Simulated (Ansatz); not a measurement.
`C#C[SiH2]C#C` + NH₃ → `C#C[SiH2]N` + `C#C` at 298.15 K and 1 bar (ligand exchange at the Si–C bond).

Calculated with Ansatz (gas phase, PBE0-D4/def2-TZVP geometries, no zero-point term in ΔE). CBS: MP2 limit from def2 TZ/QZ plus the TZ coupled-cluster correction, frozen cores. This one scheme is used for every species. One conformer a species, not always the lowest.

```json
{"species": "`C#C[SiH2]C#C`", "CCSD(T)/CBS energy (Eh)": "-443.57893", "H − E (kJ/mol)": "165.0", "S (J/(mol·K))": "323.0"}
{"species": "NH₃", "CCSD(T)/CBS energy (Eh)": "-56.50880", "H − E (kJ/mol)": "100.5", "S (J/(mol·K))": "192.4"}
{"species": "`C#C[SiH2]N`", "CCSD(T)/CBS energy (Eh)": "-422.86577", "H − E (kJ/mol)": "182.0", "S (J/(mol·K))": "314.2"}
{"species": "`C#C`", "CCSD(T)/CBS energy (Eh)": "-77.22717", "H − E (kJ/mol)": "80.8", "S (J/(mol·K))": "200.2"}
```

H − E and S are ideal-gas, rigid-rotor, harmonic terms from PBE0-D4/def2-TZVP, for one conformer and one mirror image of each species. 1 Eh = 2625.50 kJ/mol, R = 8.31446 J/(mol·K).

Question: By hand: ΔE, ΔH, ΔS and ΔG.

Answer: ΔE = (-422.86577) + (-77.22717) − (-443.57893) − (-56.50880) = -0.00521 Eh = -13.7 kJ/mol. Δ(H − E) = 182.0 + 80.8 − 165.0 − 100.5 = -2.7, so ΔH = -16.4 kJ/mol. ΔS = 314.2 + 200.2 − 323.0 − 192.4 = -1.0 J/(mol·K). ΔG = -16.4 − 298.15 × (-1.0)/1000 = -16.1 kJ/mol.

Question: By hand: the equilibrium constant, and the temperature at which ΔG would vanish if ΔH and ΔS stayed fixed.

Answer: log₁₀ K = −ΔG/(RT ln 10) = 2.8. ΔG = 0 at ΔH/ΔS = 16400 K, far beyond where these terms or the molecules hold.

The number of gas molecules stays the same, so ΔS is small and ΔH decides. A doubt of 5 kJ/mol in ΔE shifts log₁₀ K by 0.9 here. Other conformers and mirror images would add mixing entropy, several J/(mol·K) or more a flexible species. These are equilibria of isolated gas molecules and say nothing of rates. Largest T1 diagnostic: 0.013 (customary marks: 0.02 for closed shells, 0.045 for open ones).
